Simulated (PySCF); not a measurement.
# Polarisability and C₆ of In (indium, neutral)

[Kr] 4d10 5s2 5p1, 2P determinant. Computed with PySCF 2.14 in aug-cc-pwCVTZ-PP with ECP28MDF, with scalar relativity through the core potential. Coupled (time-dependent) response in atomic units; α is the mean over directions.

```
method  mean α (bohr³)         α xx, yy, zz  C₆ (like pair)  S(−4)
 B97-3           74.75  57.62, 109.0, 57.62           776.8   3477
```

S(−4) is the Cauchy moment in α(ω) = α(0) + S(−4) ω² + …

Reference α: 65 ± 4 bohr³ (recommended; Schwerdtfeger and Nagle, table of static dipole polarizabilities (2023 update)). Published C₆: 779.0 (Chu and Dalgarno (2004); Tang, Norbeck and Certain (1976)).

Spin-orbit coupling is absent.

α(iu) at B97-3:

```
u (hartree)  α(iu) (bohr³)
          0          74.75
     0.0500          67.37
      0.100          53.87
      0.200          33.51
      0.300          22.39
      0.500          12.29
      0.750          7.458
       1.00          5.249
       1.50          3.202
       2.00          2.229
       3.00          1.286
       5.00         0.5858
```

The components differ because the open shell of this determinant is not spherical; for a pure term their mean is the scalar polarisability.

Energies and moments cover only the electrons outside the core potential.
